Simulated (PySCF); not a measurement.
Si(I)3(OH) (HI₃OSi), SMILES O[Si](I)(I)I.

The structure is a stationary point at PBE-D3(BJ)/def2-SVP. The def2 effective core potentials stand for the cores of I; spin–orbit coupling is left out. The values are those of a single conformer.

Calculation: PySCF with ωB97X/def2-TZVP.

Symmetry labels are those of the subgroup Cs that the program uses (full group Cs).

Computed valence orbital energies around the gap with their symmetry:
```json
[
 {"orbital": "HOMO−7", "symmetry": "A'", "energy (eV)": "-12.18"},
 {"orbital": "HOMO−6", "symmetry": "A\"", "energy (eV)": "-11.73"},
 {"orbital": "HOMO−5", "symmetry": "A'", "energy (eV)": "-10.84"},
 {"orbital": "HOMO−4", "symmetry": "A'", "energy (eV)": "-10.59"},
 {"orbital": "HOMO−3", "symmetry": "A\"", "energy (eV)": "-10.54"},
 {"orbital": "HOMO−2", "symmetry": "A'", "energy (eV)": "-10.05"},
 {"orbital": "HOMO−1", "symmetry": "A\"", "energy (eV)": "-10.01"},
 {"orbital": "HOMO", "symmetry": "A\"", "energy (eV)": "-9.77"},
 {"orbital": "LUMO", "symmetry": "A'", "energy (eV)": "-0.27"},
 {"orbital": "LUMO+1", "symmetry": "A'", "energy (eV)": "1.63"},
 {"orbital": "LUMO+2", "symmetry": "A\"", "energy (eV)": "1.86"},
 {"orbital": "LUMO+3", "symmetry": "A'", "energy (eV)": "1.87"}
]
```
